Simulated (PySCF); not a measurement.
## Converging CdH in the basis (PBE0)

PySCF, UKS reference; doublet, unpaired electrons σ ↑; De to Cd + H without counterpoise correction.

```json
{"basis": "def2-SVPD", "relativity": "scalar-relativistic core potentials", "functions": "42", "Re (Å)": "1.774", "ωe (cm⁻¹)": "1414", "De (eV)": "0.80", "μ (D)": "-0.70"}
{"basis": "cc-pVDZ-PP/cc-pVDZ", "relativity": "scalar-relativistic core potentials", "functions": "43", "Re (Å)": "1.764", "ωe (cm⁻¹)": "1442", "De (eV)": "0.82", "μ (D)": "-0.44"}
{"basis": "x2c-TZVPPall", "relativity": "spin-free X2C", "functions": "93", "Re (Å)": "1.768", "ωe (cm⁻¹)": "1427", "De (eV)": "0.85", "μ (D)": "-0.66"}
```

Q: How does each smaller set differ from the one with most functions, x2c-TZVPPall?

A: def2-SVPD: +0.6 pm, -0.9 % in ωe, -0.05 eV in De; cc-pVDZ-PP/cc-pVDZ: -0.4 pm, +1.1 % in ωe, -0.03 eV in De. All at PBE0; the set with most functions is neither the basis-set limit nor always the best. The rows treat relativity differently, so the differences are not basis effects alone.

A positive dipole means Cd(−)H(+). Spin–orbit coupling is left out. The state was picked by a PBE0 search and need not be the measured ground state.
